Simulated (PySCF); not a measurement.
## Exercise with solution: oscillator strength and radiative lifetime

CH6AlN, SMILES [CH3][AlH][NH2].

Coordinates come from a B3LYP-D3(BJ)/def2-TZVP optimisation. Other conformers were not sampled.

TDDFT-CAM-B3LYP/def2-SVPD run with PySCF puts the first singlet state with f over 0.02 at 6.39 eV (vertical), with the transition dipole (0.000, 0.000, 0.669) in atomic units.

Question: Find the oscillator strength, the wavelength and the radiative lifetime that this transition would have in vacuum if emission retraced absorption.

Answer: 
|μ|² = 0.4476 au, so |μ| = 1.70 D. ΔE = 6.39/27.211 = 0.2348 hartree. f = (2/3) ΔE |μ|² = 0.070 (the program prints 0.070).
λ = 1239.84/6.39 = 194 nm; ν = 51539 cm⁻¹.
Einstein's coefficient A = 0.6670 ν² f s⁻¹ (ν in cm⁻¹) = 1.2e8 s⁻¹, so τ = 1/A = 8.1 ns. This state is S2; the lower singlet has f = 0.009. The figure is the radiative limit of this one transition; relaxation, internal conversion, crossing to triplets and a medium change what is measured.
